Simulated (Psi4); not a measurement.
Br₃Pb (SMILES [Br][Pb-]([Br])[Br]), charge -1, singlet, at a GFN2-xTB geometry (such geometries of metal compounds can be far from the true shape) (core potentials on Pb) (a gas-phase anion, which may not be bound at this level); B3LYP/def2-TZVP in Psi4.

Input for Psi4:
```
memory 2 GB

molecule {
-1 1
  Pb    0.00381371   -0.00015158    0.64375725
  Br    0.60057734   -2.35520043   -0.50687391
  Br    1.73497476    1.70048433   -0.51263926
  Br   -2.34448708    0.65507125   -0.48871810
no_reorient
}

set basis def2-tzvp

energy('b3lyp')
print_variables()
```

It wrote (shortened):

```
   => Loading Basis Set <=

    Name: DEF2-TZVP
    Role: ORBITAL
    Keyword: BASIS

    !!!  WARNING: ECP capability is in beta. Please check occupations closely.  !!!

         ---------------------------------------------------------
                                   SCF
               by Justin Turney, Rob Parrish, Andy Simmonett
                          and Daniel G. A. Smith
                              RKS Reference
         ---------------------------------------------------------

  ==> Geometry <==

    Molecular point group: c1
    Full point group: C1

    Geometry (in Angstrom), charge = -1, multiplicity = 1:

       Center              X                  Y                   Z               Mass
    ------------   -----------------  -----------------  -----------------  -----------------
         PB           0.003615772956    -0.000143716262     0.610345252402   207.976652500000
         BR           0.600379402956    -2.355192566262    -0.540285907598    78.918337600000
         BR           1.734776822956     1.700492193738    -0.546051257598    78.918337600000
         BR          -2.344685017044     0.655079113738    -0.522130097598    78.918337600000

  Running in c1 symmetry.

  Rotational constants: A =      0.01994  B =      0.01994  C =      0.01204 [cm^-1]
  Rotational constants: A =    597.82269  B =    597.82269  C =    361.07430 [MHz]
  Nuclear repulsion =  916.512651653961257

  Charge       = -1
  Multiplicity = 1
  Electrons    = 128
  Nalpha       = 64
  Nbeta        = 64

  ==> Algorithm <==

  SCF Algorithm Type is DF.
  DIIS enabled.
  MOM disabled.
  Fractional occupation disabled.
  Guess Type is SAD.
  Energy threshold   = 1.00e-06
  Density threshold  = 1.00e-06
  Integral threshold = 1.00e-12

  ==> Primary Basis <==

  Basis Set: DEF2-TZVP
    Blend: DEF2-TZVP
    Number of shells: 64
    Number of basis functions: 194
    Number of Cartesian functions: 224
    Spherical Harmonics?: true
    Max angular momentum: 3

  Core potential: DEF2-TZVP
    Number of shells: 4
    Number of ECP primitives: 18
    Number of ECP core electrons: 60
    Max angular momentum: 3

  ==> DFT Potential <==

   => LibXC <=

    Version 7.1.2
    S. Lehtola, C. Steigemann, M. J. T. Oliveira, and M. A. L. Marques,  SoftwareX 7, 1–5 (2018) (10.1016/j.softx.2017.11.002)

   => Composite Functional: B3LYP <=

    B3LYP Hyb-GGA Exchange-Correlation Functional

    P. J. Stephens, F. J. Devlin, C. F. Chabalowski, and M. J. Frisch,  J. Phys. Chem. 98, 11623 (1994) (10.1021/j100096a001)

    Deriv               =              1
    GGA                 =           TRUE
    Meta                =          FALSE

    Exchange Hybrid     =           TRUE
    MP2 Hybrid          =          FALSE

   => Exchange Functionals <=

    0.0800   Slater exchange
    0.7200         Becke 88

   => Exact (HF) Exchange <=

    0.2000               HF

   => Correlation Functionals <=

    0.1900   Vosko, Wilk & Nusair (VWN5_RPA)
    0.8100   Lee, Yang & Parr

   => LibXC Density Thresholds  <==

    XC_HYB_GGA_XC_B3LYP:  1.00E-15

   => Molecular Quadrature <=

    Radial Scheme          =       TREUTLER
    Pruning Scheme         =           NONE
    Nuclear Scheme         =       TREUTLER

    Blocking Scheme        =         OCTREE
    BS radius alpha        =              1
    Pruning alpha          =              1
    Radial Points          =             75
    Spherical Points       =            302
    Total Points           =          85771
    Total Blocks           =            771
    Max Points             =            256
    Max Functions          =            168
    Weights Tolerance      =       1.00E-15

   => Loading Basis Set <=

    Name: (DEF2-TZVP AUX)
    Role: JKFIT
    Keyword: DF_BASIS_SCF

  ==> Integral Setup <==

  SCF_SUBTYPE=INCORE selected. In-core MEM_DF algorithm will be used.
  Using in-core AOs.

  ==> MemDFJK: Density-Fitted J/K Matrices <==

    J tasked:                   Yes
    K tasked:                   Yes
    wK tasked:                   No
    Algorithm:                 Core
    Schwarz Cutoff:           1E-12
    Mask sparsity (%):      11.0851
    Fitting Condition:        1E-10

   => Auxiliary Basis Set <=

  Basis Set: (DEF2-TZVP AUX)
    Blend: DEF2-UNIVERSAL-JKFIT
    Number of shells: 233
    Number of basis functions: 1049
    Number of Cartesian functions: 1474
    Spherical Harmonics?: true
    Max angular momentum: 6

  Minimum eigenvalue in the overlap matrix is 7.5429215764E-03.
  Reciprocal condition number of the overlap matrix is 1.8292276832E-03.
    Using symmetric orthogonalization.

  ==> Pre-Iterations <==

  SCF Guess: Superposition of Atomic Densities via on-the-fly atomic UHF (no occupation information).

 WARNING: Atomic UHF is not converging! Try casting from a smaller basis or call Rob at CCMST.
   -------------------------
    Irrep   Nso     Nmo
   -------------------------
     A        194     194
   -------------------------
    Total     194     194
   -------------------------

  ==> Iterations <==

                           Total Energy        Delta E     RMS |[F,P]|

   @DF-RKS iter SAD: -7909.99197729674688   -7.90999e+03   0.00000e+00
   @DF-RKS iter   1: -7914.53115947678452   -4.53918e+00   1.40876e-02 ADIIS/DIIS
   @DF-RKS iter   2: -7914.36325306099207    1.67906e-01   1.44934e-02 ADIIS/DIIS
   @DF-RKS iter   3: -7915.75675852943641   -1.39351e+00   1.16917e-03 ADIIS/DIIS
   @DF-RKS iter   4: -7915.77468685638814   -1.79283e-02   5.98968e-04 ADIIS/DIIS
   @DF-RKS iter   5: -7915.77944448875405   -4.75763e-03   1.01508e-04 ADIIS/DIIS
   @DF-RKS iter   6: -7915.77966169197316   -2.17203e-04   2.88326e-05 DIIS
   @DF-RKS iter   7: -7915.77968072539988   -1.90334e-05   7.21868e-06 DIIS
   @DF-RKS iter   8: -7915.77968162174966   -8.96350e-07   1.40117e-06 DIIS
   @DF-RKS iter   9: -7915.77968165239872   -3.06491e-08   2.25790e-07 DIIS
  Energy and wave function converged.

  ==> Post-Iterations <==

   Electrons on quadrature grid:
      Ntotal   =  128.0000168763 ; deviation = 1.688e-05

    Orbital Energies [Eh]
    ---------------------

    Doubly Occupied:

[...]
      64A     -0.100508

    Virtual:

[...]
     194A    123.521187

    Final Occupation by Irrep:
              A
    DOCC [    64 ]
    NA   [    64 ]
    NB   [    64 ]

  @DF-RKS Final Energy: -7915.77968165239872

   => Energetics <=

    Nuclear Repulsion Energy =            916.5126516539612567
    One-Electron Energy =              -12937.9649143428996467
    Two-Electron Energy =                4339.3503867505542075
    DFT Exchange-Correlation Energy =    -233.6778057140151077
    Empirical Dispersion Energy =           0.0000000000000000
    VV10 Nonlocal Energy =                  0.0000000000000000
    Total Energy =                      -7915.7796816523987218

Computation Completed

Properties will be evaluated at   0.000000,   0.000000,   0.000000 [a0]

Properties computed using the SCF density matrix

 Multipole Moments:

 ------------------------------------------------------------------------------------
     Multipole            Electronic (a.u.)      Nuclear  (a.u.)        Total (a.u.)
 ------------------------------------------------------------------------------------

 L = 1.  Multiply by 2.5417464519 to convert [e a0] to [Debye]
 Dipole X            :          0.4897411           -0.4799161            0.0098249
 Dipole Y            :         -0.0193946            0.0190752           -0.0003193
 Dipole Z            :         82.6330137          -81.0102132            1.6228006
 Magnitude           :                                                    1.6228303

 ------------------------------------------------------------------------------------

  Variable Map:
  ----------------------------------------------------------------------------
[...]
  Array Variable Map:
  ----------------------------------------------------------------------------
[...]
[...]
```
